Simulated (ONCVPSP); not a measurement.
## Ranking ONCV potentials for S (Z = 16)

All share these settings but for the change named:

```json
{
  "Element": "sulfur",
  "Generator": "ONCVPSP 4.0.1",
  "Type": "optimised norm-conserving Vanderbilt (ONCV)",
  "Functional": "LDA (Perdew-Wang 92)",
  "Relativity": "scalar-relativistic",
  "Frozen core": "[Ne]",
  "Valence charge": "6",
  "Reference configuration": "3s2 3p4",
  "Partial waves": "3s: rc 1.50 bohr, ncon 5, nbas 8, qcut 5.6 1/bohr, 2 projectors, debl 3.7 Ha; 3p: rc 1.35 bohr, ncon 3, nbas 8, qcut 5.1 1/bohr, 2 projectors, debl 0.8 Ha; d scattering state at 0.29 Ha: rc 1.25 bohr, ncon 4, nbas 7, qcut 6.8 1/bohr, 1 projector",
  "Local potential": "polynomial inside 1.10 bohr (lpopt 5, dvloc0 1 Ha)",
  "Core correction": "Teter function, fcfact 3, rcfact 1.8"
}
```

Test errors are all-electron minus pseudo excitation energies from the reference, over 3s2 3p3; 3s2 3p2; 3s2 3p1; 3s2 3p3.5. None of these files shows a bound ghost.

The base gives 55.0 meV.

Of 11 variants that were run, those that failed, showed a ghost or another fault, or gave nearly equal values are left out.

A variant can come out equal or close to the base, since the largest error may sit in a test that the change hardly touches while other tests move.

Rank these variants by their largest absolute test error, smallest first.
A. core correction Teter function, fcfact 4.25, rcfact 1.65
B. d: ncon 3, nbas 6
C. p: nproj 1

A (27.5 meV), C (40.0 meV), B (55.0 meV).
